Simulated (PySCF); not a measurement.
**UHF on Sn²⁺ (tin, charge +2)**

Configuration: [Kr] 4d10 5s2, closed-shell 1S. Calculation: PySCF 2.14, in def2-SVP with the def2 core potential (28 electrons) (4s4p2d, 26 functions); a scalar-relativistic core potential.

```
Total energy             : -212.580155 hartree
One-electron energy      : -362.4731 hartree
Hartree (Coulomb) energy : 166.5824 hartree
Exchange energy          : -16.6895 hartree
⟨S²⟩                     : 0.0000
⟨L²⟩                     : 0.000
Sum of ⟨r⟩               : 22.51 bohr
Sum of ⟨r²⟩              : 32.38 bohr²
Time after the integrals : 0.04 s of wall time on 1 thread of Intel(R) Xeon(R) 6975P-C (shared host)
```

```json
{"shell": "4s", "electrons": "2", "mean orbital energy (eV)": "-176.86", "rms radius, mean of both spins (bohr)": "0.879"}
{"shell": "4p", "electrons": "6", "mean orbital energy (eV)": "-127.46", "rms radius, mean of both spins (bohr)": "0.953"}
{"shell": "4d", "electrons": "10", "mean orbital energy (eV)": "-52.980", "rms radius, mean of both spins (bohr)": "1.17"}
{"shell": "5s", "electrons": "2", "mean orbital energy (eV)": "-28.782", "rms radius, mean of both spins (bohr)": "2.42"}
```

Energies and moments cover only the electrons outside the core potential.
